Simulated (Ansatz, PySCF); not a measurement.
C₂H₆Sb, SMILES [CH3][Sb+][CH3] (connectivity only; charge and spin as stated), charge +1, multiplicity 1. Atoms are numbered in the order given.

```xyz
9

Sb     0.0000     0.0000     0.3760
C      1.5845    -0.0070    -1.0652
H      1.6716     1.0386    -1.4237
H      2.5379    -0.3086    -0.6109
H      1.3245    -0.6381    -1.9296
C     -1.5845     0.0070    -1.0652
H     -1.3245     0.6381    -1.9296
H     -1.6716    -1.0386    -1.4237
H     -2.5379     0.3086    -0.6109
```
Charge +1, spin multiplicity 1.

Coordinates come from a B3LYP-D3(BJ)/def2-SVP optimisation. The spin state was assumed, not searched. The isomer is the one that the SMILES or the coordinates give; other isomers of the formula were not compared. The def2 effective core potentials stand for the cores of Sb; spin–orbit coupling is left out.

Two levels are set side by side: PBE-D3(BJ)/def2-SVP (Ansatz, a quantum-chemistry and plane-wave program) and B3LYP-D3(BJ)/def2-SVP (Ansatz). Each level has its own optimised geometry; the coordinates shown are those of the second. Frequencies come from the Hessian of PySCF at each geometry. Differences are taken from unrounded values.

```
quantity                            B3LYP-D3(BJ)  PBE-D3(BJ)  PBE-D3(BJ) minus B3LYP-D3(BJ)
----------------------------------  ------------  ----------  -----------------------------
mean bond length (Å)                       1.363       1.368                          0.006
bond Sb1–C2 (Å)                            2.142       2.139                         -0.003
bond Sb1–C6 (Å)                            2.142       2.139                         -0.003
bond C2–H3 (Å)                             1.109       1.118                          0.010
bond C2–H4 (Å)                             1.098       1.107                          0.008
bond C2–H5 (Å)                             1.101       1.109                          0.007
bond C6–H7 (Å)                             1.101       1.109                          0.007
bond C6–H8 (Å)                             1.109       1.118                          0.010
bond C6–H9 (Å)                             1.098       1.107                          0.008
highest harmonic wavenumber (cm⁻¹)          3177        3120                            -56
mean harmonic wavenumber (cm⁻¹)             1466        1425                            -41
zero-point energy (kcal/mol)               44.00       42.78                          -1.22
```

Exact exchange shortens and stiffens bonds; PBE has none. Differences between two approximate levels are no errors against the true value.
